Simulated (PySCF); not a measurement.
# Ionising GeB

HSE06; Ge def2-TZVPPD, B def2-TZVPPD; no relativity (PySCF 2.14). Neutral (UKS): quartet (σ ↑, π ↑↑), Re = 1.977 Å, ωe = 656 cm⁻¹, De = 3.30 eV, HOMO -6.16 eV, LUMO -3.62 eV.

GeB⁻ (UKS): triplet (σ ↑, π ↑), Re = 1.917 Å, ωe = 717 cm⁻¹. The energies at the minima are -2101.39190 hartree for GeB and -2101.44401 for GeB⁻.

(1) Work out the adiabatic electron affinity, without and with harmonic zero-point energies (1 hartree = 27.2114 eV, 1 eV = 8065.5 cm⁻¹), and the change of the bond length.

Spin–orbit coupling is left out. The highest Kohn–Sham level is positive in this anion. Much of that is self-interaction error, but it also means that the finite basis helps to hold the extra electron. States were picked by a PBE0 search and need not be the measured ground states.

Results:

(1) At HSE06: 0.05211 hartree = 1.418 eV between the minima; the zero-point term (656.0 − 717.0)/2 cm⁻¹ = -0.004 eV makes it 1.414 eV. Re changes by -6.0 pm against the neutral. The electron enters a π orbital, and the shorter bond of the ion fits a bonding orbital, or a change in how ionic the bond is.
